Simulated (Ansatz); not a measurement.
Job for Ansatz (an electronic-structure program): R-CCSD(T)/cc-pV(T+d)Z on BClF2 (SMILES FB(F)Cl). The basis file is the Basis Set Exchange's JSON of that set.

Ansatz 0.2 input:
```yaml
crystal:
  periodic: [false, false, false]
  atoms:
    - {symbol: B, position_ang: [-0.06126930, -0.08220198, 0.01264194]}
    - {symbol: Cl, position_ang: [0.97536411, 1.30864329, -0.20123646]}
    - {symbol: F, position_ang: [-0.00592542, -0.79205755, 1.11783924]}
    - {symbol: F, position_ang: [-0.90816939, -0.43438376, -0.92924472]}
basis:
  gaussian:
    orbitals: cc-pV_T+d_Z.json
magnetization: {spin_polarized: false}
correlation: {method: ccsd_t, electrons: outside_noble_gas}
scf: {lower_state_search: off}
```

The log:

```
WARN ansatz: RAYON_NUM_THREADS=4 ignored (pool sized by the plan → 4); use --threads N
Functional definition: HF
these checks for a lower state are left out or cut short: stability, starts, cluster_reference, orbital_swaps, neighbouring_geometries, increment
integrals: 0.22 GiB planned
804 factors; integrals over basis functions are off by at most 1.3e-3 eV
mean field: 0.32 GiB planned
mean field evaluation 1: about -18592.5809 eV, gradient 3.4e1 eV
mean field evaluation 2: about -18592.7041 eV, gradient 3.4e1 eV
mean field evaluation 4: about -18594.6753 eV, gradient 2.0e0 eV
mean field evaluation 8: about -18594.6971 eV, gradient 1.6e-1 eV
mean field -18594.69726328 eV, -683.3425204871 hartree, gradient 2.6e-6 eV, S^2 0.000000; 0 other end points of the search recorded, 0 dependent functions left out
8 core orbitals not correlated
reference -18594.69726328 eV, -683.3425204871 hartree; 12, 12 occupied and 109, 109 virtual orbitals, 804 factors
second order -21.21334899 eV of doubles, -0.00000000 eV of singles
coupled cluster: 0.50 GiB planned
cycle   1  -21.16641644 eV  change    4.7e-2 eV  update   8.8e-2
cycle   2  -21.56544133 eV  change   -4.0e-1 eV  update   2.4e-2
cycle   3  -21.65729713 eV  change   -9.2e-2 eV  update   1.3e-2
cycle   4  -21.64172179 eV  change    1.6e-2 eV  update   2.8e-3
cycle   5  -21.64011246 eV  change    1.6e-3 eV  update   1.1e-3
cycle   6  -21.64076670 eV  change   -6.5e-4 eV  update   2.9e-4
cycle   7  -21.64052597 eV  change    2.4e-4 eV  update   7.8e-5
cycle   8  -21.64051140 eV  change    1.5e-5 eV  update   1.7e-5
perturbative correction -0.73825450 eV, -0.0271303526 hartree
Total energy: -18617.07602919 eV, -684.1649249653 hartree
Checks for a lower state left out: stability, starts, cluster_reference, orbital_swaps, neighbouring_geometries, increment
```

Self-consistency was reached.

Cost: around 15 core-seconds (rough).
